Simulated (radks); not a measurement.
Values are calculated unless marked as measured or tabulated.
Question: The oxygen ion O3+, configuration [He] 2s2 2p0.75 3p0.25 (fractional occupations, a model configuration). Level of theory: non-relativistic Kohn-Sham, TPSS, spin-polarised, spherical densities, point nucleus; open shells are filled with parallel spins first; meta-GGA in the generalised Kohn-Sham scheme (a radial shooting solver on a logarithmic mesh with Libxc functionals). Some entries of the table are withheld. Estimate them.

orbital,occ.,eigenvalue (eV),<r> (bohr),<r^2> (bohr^2)
1s up,1,(1),0.1988,0.05330
1s down,1,(2),0.1983,0.05301
2s up,1,(3),0.9620,1.089
2s down,1,(4),0.9723,1.113
2p up,0.75,-69.1130,(5),0.9983
2p down,0,-66.0771,(6),1.038
3s up,0,-26.0126,2.661,8.037
3p up,0.25,-22.4288,2.783,8.901
3d up,0,-18.8053,2.644,8.145

Answer: 
(1) 1s up eigenvalue (eV): -595.3256
(2) 1s down eigenvalue (eV): -594.2826
(3) 2s up eigenvalue (eV): -83.9821
(4) 2s down eigenvalue (eV): -81.3927
(5) 2p up <r> (bohr): 0.9026
(6) 2p down <r> (bohr): 0.9197
